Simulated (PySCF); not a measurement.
**Tellurium: a sound run and one with changed settings**

Sound run: Te²⁺ [Kr] 4d10 5s2 5p2, Te³⁺ [Kr] 4d10 5s2 5p1. Computed with PySCF 2.14 in x2c-SVPall (6s5p3d, 36 functions), with the spin-free X2C one-electron Hamiltonian (Gaussian nucleus). In the sound run the correlated levels freeze [Kr] 4d10. The sound run starts from symmetry-adapted Hartree-Fock orbitals and uses a fine grid where one is needed.

Changed run: all electrons correlated in a basis built for the valence shell.

```tsv
species	method	sound run (hartree)	changed run (hartree)	converged
Te²⁺	MP2	-6789.19498	-6789.21561	yes
Te³⁺	MP2	-6788.19511	-6788.21445	yes
```

Ionisation energy of Te²⁺:

```json
{"method": "UHF", "sound run (eV)": "27.020", "changed run (eV)": "27.020"}
{"method": "MP2", "sound run (eV)": "27.208", "changed run (eV)": "27.243"}
{"method": "SCS-MP2", "sound run (eV)": "27.156", "changed run (eV)": "27.168"}
```

A valence basis has no tight correlating functions, so it recovers only part of the core correlation, and not evenly between atom and ion.

For comparison, NIST gives 27.84 ± 0.04 eV between the lowest levels.
